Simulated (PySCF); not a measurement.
Species: C7H13F.
SMILES with atom numbers: `[CH3:1][C:2]([CH3:3])([CH3:4])[C@@H:5]1[CH2:6][C@H:7]1[F:8]` (hydrogens: H9, H10, H11 on C1; H12, H13, H14 on C3; H15, H16, H17 on C4; H18 on C5; H19, H20 on C6; H21 on C7)

Method: PySCF, PBE0-D3(BJ)/def2-SVP geometry optimisation, gas phase; density fitting, grid level 1; the optimiser is geomeTRIC in internal coordinates, started from a GFN2-xTB structure with every atom displaced at random (about 0.01 Å).

The end geometry, which sets the zero of energy:
```
atom  x, y, z in Å
C1     -1.2135   -0.2863    1.0351
C2     -0.5282    0.1344   -0.2662
C3     -1.0241   -0.7584   -1.4067
C4     -0.8680    1.5969   -0.5632
C5      0.9897    0.0066   -0.1928
C6      1.7277   -1.1240    0.4880
C7      1.8041    0.2645    1.0219
F8      2.9683    0.9495    0.8752
H9     -2.3059   -0.2008    0.9293
H10    -0.9927   -1.3323    1.2989
H11    -0.9174    0.3530    1.8812
H12    -0.5528   -0.4779   -2.3619
H13    -2.1155   -0.6738   -1.5302
H14    -0.7835   -1.8152   -1.2116
H15    -0.5036    2.2576    0.2391
H16    -0.4056    1.9285   -1.5065
H17    -1.9566    1.7399   -0.6540
H18     1.4901    0.3553   -1.1043
H19     1.1673   -1.8628    1.0674
H20     2.6163   -1.5141   -0.0143
H21     1.3184    0.4954    1.9758
```

Question: These geometries come from the run, each turned onto the end geometry. Order them by energy, lowest first.
A.
```
atom  x, y, z in Å
C1     -1.1961   -0.3350    1.0270
C2     -0.5275    0.1202   -0.2717
C3     -1.0407   -0.7554   -1.4314
C4     -0.8290    1.5931   -0.5559
C5      0.9919   -0.0128   -0.2130
C6      1.7170   -1.1091    0.5137
C7      1.8108    0.2882    1.0188
F8      2.9954    0.9704    0.8496
H9     -2.2936   -0.1862    0.9330
H10    -1.0186   -1.3558    1.2576
H11    -0.9056    0.2950    1.8748
H12    -0.5624   -0.4474   -2.3556
H13    -2.1284   -0.6619   -1.5291
H14    -0.7828   -1.7930   -1.2360
H15    -0.5041    2.2186    0.2492
H16    -0.4043    1.9335   -1.4755
H17    -1.9365    1.7319   -0.6395
H18     1.4598    0.3154   -1.1196
H19     1.1622   -1.8322    1.1081
H20     2.5731   -1.5198    0.0471
H21     1.3340    0.5782    1.9487
```
B.
```
atom  x, y, z in Å
C1     -1.2091   -0.2581    1.0443
C2     -0.5228    0.1463   -0.2623
C3     -1.0116   -0.7689   -1.3894
C4     -0.8786    1.5995   -0.5812
C5      0.9978    0.0292   -0.1906
C6      1.7220   -1.1307    0.4530
C7      1.8028    0.2344    1.0415
F8      2.9755    0.9125    0.9420
H9     -2.3022   -0.1919    0.9299
H10    -0.9756   -1.2955    1.3339
H11    -0.9286    0.4032    1.8785
H12    -0.5551   -0.4888   -2.3519
H13    -2.1057   -0.7099   -1.5030
H14    -0.7454   -1.8179   -1.1859
H15    -0.5152    2.2789    0.2062
H16    -0.4312    1.9209   -1.5357
H17    -1.9697    1.7302   -0.6645
H18     1.4929    0.4053   -1.0941
H19     1.1562   -1.8973    0.9899
H20     2.6169   -1.5008   -0.0542
H21     1.3011    0.4352    1.9938
```
C.
```
atom  x, y, z in Å
C1     -1.2029   -0.2487    1.0425
C2     -0.5195    0.1527   -0.2637
C3     -1.0026   -0.7682   -1.3868
C4     -0.8901    1.6008   -0.5816
C5      0.9996    0.0337   -0.1936
C6      1.7143   -1.1312    0.4474
C7      1.8029    0.2288    1.0417
F8      2.9892    0.8793    0.9650
H9     -2.2926   -0.1857    0.9291
H10    -0.9649   -1.2906    1.3387
H11    -0.9264    0.4162    1.8746
H12    -0.5469   -0.4889   -2.3521
H13    -2.0981   -0.7203   -1.4983
H14    -0.7234   -1.8133   -1.1752
H15    -0.5356    2.2907    0.2052
H16    -0.4569    1.9304   -1.5445
H17    -1.9811    1.7194   -0.6615
H18     1.4950    0.4070   -1.1042
H19     1.1444   -1.8952    0.9811
H20     2.6106   -1.5119   -0.0600
H21     1.2997    0.4308    1.9966
```

Answer: B (0.002 eV), C (0.011 eV), A (0.164 eV).

In the order of the answer:

```
step  E above end (eV)  largest force (eV/Å)  rms force component (eV/Å)  rms distance from end (Å)  rms bond change (Å)  bond most changed (Å)
   2             0.002                  0.09                       0.023                      0.044                0.001           C2–C5 +0.002
   1             0.011                  0.36                       0.100                      0.056                0.003          C1–H10 +0.008
   0             0.164                  2.18                       0.601                      0.044                0.019          C1–H10 -0.040
```

What follows is the cost of the whole optimisation. On Arm Neoverse V1, one thread, shared host with 64 logical CPUs at a one-minute load of 35, this took 2.6 min of wall time and 0.81 GiB of memory at its peak.
